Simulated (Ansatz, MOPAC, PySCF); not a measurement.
C2H4 (SMILES C=C) and CHN (SMILES C#N) are pulled apart as rigid monomers along the line of their centres of mass, from the B3LYP-D3(BJ)/def2-TZVP minimum. Starting geometry (charge 0, multiplicity 1):
```xyz
9

C     -0.087     0.637     0.223
C     -0.228    -0.678     0.126
H      0.882     1.114     0.139
H     -0.937     1.291     0.379
H     -1.199    -1.154     0.199
H      0.620    -1.331    -0.041
C      0.284    -0.336     3.773
N      0.422    -0.436     4.907
H      0.154    -0.243     2.713
```

Interaction energies with rigid monomers; basis-set methods are counterpoise corrected unless marked otherwise.

Rows in 6-31G* carry no dispersion term and start afresh at each structure (6-31G* with six Cartesian d functions). MP2/6-31G* freezes PySCF's default core. The state that PM3 reach isn't checked.

Run with Ansatz (Gaussian basis) for Hartree–Fock, density functionals and correlated methods; MOPAC for PM3 (differences of heats of formation); PySCF for 6-31G* rows, the dispersion terms. 

```tsv
C2···H9 (Å)	PM3 (meV)	r2SCAN-D3(BJ)/def2-TZVPPD (meV)	wB97X-V/def2-TZVPPD (meV)	wB97M-V/def2-TZVPPD (meV)	MP2/6-31G* (no counterpoise) (meV)
2.40	-74.8	-86.9	-79.8	-80.6	-111.7
2.65	___	-108.5	-108.1	-107.1	-140.4
3.04	-32.4	___	-94.9	-92.7	-120.6
3.69	-10.8	-52.2	-54.4	-53.6	-65.3
4.73	-3.9	-21.2	-21.6	-21.9	-18.3
```

### Question
Some entries are withheld; supply them.

### Answer

- 3.04, r2SCAN-D3(BJ)/def2-TZVPPD (meV): -91.7
- 2.65, PM3 (meV): -65.7

Ansatz is a quantum-chemistry and plane-wave program.
